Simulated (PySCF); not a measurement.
How ionic is MSb along the alkali metals?

PBE0 in PySCF with def2-SVP on every atom (core potentials on Rb, Sb, Cs), for the lowest determinant that a PBE0 search found; no spin–orbit coupling. A negative dipole means M(+)Sb(−).

```csv
M,state (unpaired electrons),Re (Å),μ (D)
Li,triplet (π ↑↑),2.618,-6.55
Na,triplet (π ↑↑),2.931,-6.76
K,triplet (π ↑↑),3.341,-9.16
Rb,triplet (π ↑↑),3.489,-9.47
Cs,triplet (π ↑↑),3.665,-9.99
```

Q: Give the ionic character |μ|/(e·Re) of each, with 1 e·Å = 4.803 D, and the positive end.

A: LiSb 52 % (Li positive), NaSb 48 % (Na positive), KSb 57 % (K positive), RbSb 57 % (Rb positive), CsSb 57 % (Cs positive). Lone pairs and polarisation enter μ too, so this number is only a rough measure of charge transfer.

Spin–orbit coupling is left out. States were picked by a PBE0 search and need not be the measured ground states.
